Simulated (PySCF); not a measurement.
**Partial charges of `C[C@@H](O[SiH3])OC(F)F`**

Compound: C₃H₈F₂O₂Si.
Z-matrix (Å and degrees, GFN2-xTB geometry), rows numbered from 1:
```
C 
C   1  1.5190
O   2  1.3712  1  113.80
Si  3  1.6402  2  128.97  1    61.60
O   2  1.4270  1  106.31  3   121.84
C   5  1.3480  2  115.04  1   176.03
F   6  1.3412  5  109.19  2   150.99
F   6  1.3603  5  111.16  2   -92.75
H   1  1.0860  2  108.91  3   -66.91
H   1  1.0852  2  109.61  3   173.59
H   1  1.0859  2  109.17  3    53.07
H   2  1.1031  1  110.55  3  -120.13
H   4  1.4616  3  111.68  2    50.65
H   4  1.4547  3   97.28  2   169.91
H   4  1.4641  3  110.24  2   -71.33
H   6  1.1044  5  114.27  2    29.09
```

Density: PBE0/pcSseg-1 (PySCF); schemes: Mulliken, IAO, Hirshfeld and ESP-fitted. One conformer (not necessarily the lowest) at the GFN2-xTB geometry, without solvent, vibrations or thermal averaging.

Task: Give the atomic charges in each scheme.

Result: In e:

```csv
atom,environment,Mulliken,IAO,Hirshfeld,ESP-fitted
C1,methyl carbon,-0.246,-0.439,-0.125,-0.586
C2,sp3 carbon bearing two oxygens,+0.290,+0.276,+0.124,+0.501
O3,silyl ether oxygen,-0.634,-0.637,-0.217,-0.515
Si4,oxygen-bound silicon,+0.658,+0.844,+0.381,+0.598
O5,ether oxygen,-0.477,-0.386,-0.139,-0.366
C6,CHF2 carbon,+0.675,+0.606,+0.197,+0.516
F7,fluorine of a CF2 group,-0.278,-0.292,-0.107,-0.211
F8,fluorine of a CF2 group,-0.307,-0.316,-0.128,-0.248
H9,methyl hydrogen,+0.130,+0.153,+0.046,+0.177
H10,methyl hydrogen,+0.135,+0.164,+0.055,+0.169
H11,methyl hydrogen,+0.133,+0.158,+0.052,+0.180
H12,methine hydrogen,+0.119,+0.142,+0.043,+0.048
H13,Si–H hydrogen,-0.079,-0.135,-0.075,-0.113
H14,Si–H hydrogen,-0.102,-0.123,-0.073,-0.101
H15,Si–H hydrogen,-0.106,-0.144,-0.077,-0.111
H16,methine hydrogen,+0.087,+0.130,+0.042,+0.060
```

Mean size of the charges over all atoms: IAO 0.309 e, ESP-fitted 0.281 e, Mulliken 0.279 e, Hirshfeld 0.118 e. Each set sums to the total charge, 0, to within 0.001 e. The IAO scheme counts the electrons in orthogonalised intrinsic atomic orbitals, a minimal basis polarised so that it spans the occupied orbitals exactly.

Lowest charge. The schemes don't all agree: Mulliken O3 (-0.634); IAO O3 (-0.637); Hirshfeld O3 (-0.217); ESP-fitted C1 (-0.586).

Highest charge. The schemes don't all agree: Mulliken C6 (+0.675); IAO Si4 (+0.844); Hirshfeld Si4 (+0.381); ESP-fitted Si4 (+0.598).

Task: How many electrons does the Mulliken scheme count on O3?

Result: Z − q = 8 − (-0.634) = 8.634.

Task: How closely do the schemes follow one another over all atoms?

Result: Correlation coefficient and root-mean-square difference: IAO with Hirshfeld 0.99, 0.233 e; Mulliken with IAO 0.98, 0.077 e; IAO with ESP-fitted 0.96, 0.107 e; Mulliken with Hirshfeld 0.96, 0.213 e; Mulliken with ESP-fitted 0.94, 0.122 e; Hirshfeld with ESP-fitted 0.93, 0.212 e.
